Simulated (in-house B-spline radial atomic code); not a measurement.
Results of a calculation; reference values are marked as such.
# Weak and strong correlation along the adiabatic connection

Two-electron singlets in several external potentials (atomic units), by full CI in B-splines with partial waves to l = 8 (correlation energies up to 0.6 % small). The repulsion is scaled by λ at fixed density; W(λ) is the mean repulsion less the Hartree energy, W(0) = E_x, and the area under W from 0 to 1 is E_xc.

One system gave this curve:

```json
{"λ": "0", "W (hartree)": "-4.2081"}
{"λ": "0.02", "W (hartree)": "-4.21"}
{"λ": "0.05", "W (hartree)": "-4.2129"}
{"λ": "0.12", "W (hartree)": "-4.2196"}
{"λ": "0.25", "W (hartree)": "-4.2318"}
{"λ": "0.4", "W (hartree)": "-4.2457"}
{"λ": "0.6", "W (hartree)": "-4.2639"}
{"λ": "0.8", "W (hartree)": "-4.2817"}
{"λ": "1", "W (hartree)": "-4.2991"}
{"λ": "1.4", "W (hartree)": "-4.3329"}
{"λ": "2", "W (hartree)": "-4.381"}
{"λ": "3", "W (hartree)": "-4.4551"}
{"λ": "4.5", "W (hartree)": "-4.5537"}
{"λ": "7", "W (hartree)": "-4.6914"}
{"λ": "10", "W (hartree)": "-4.8232"}
```

(1) Which system is it?
A. −Z exp(−kr)/r, Z = 7.92, k = 3.01
B. ω²r²/2 − Z/r, ω = 1.1, Z = -0.5
C. ω²r²/2 − Z/r, ω = 0.589, Z = 1.5
D. −Z/r, Z = 3.24, wall at 2.18 bohr

Results:

(1) A. The exchange energy sets the size: −Z exp(−kr)/r, Z = 7.92, k = 3.01: E_x = -4.21, E_c = -0.0463; −Z/r, Z = 3.24, wall at 2.18 bohr: E_x = -1.82, E_c = -0.0435; ω²r²/2 − Z/r, ω = 0.589, Z = 1.5: E_x = -0.935, E_c = -0.0397; ω²r²/2 − Z/r, ω = 1.1, Z = -0.5: E_x = -0.723, E_c = -0.043 hartree.
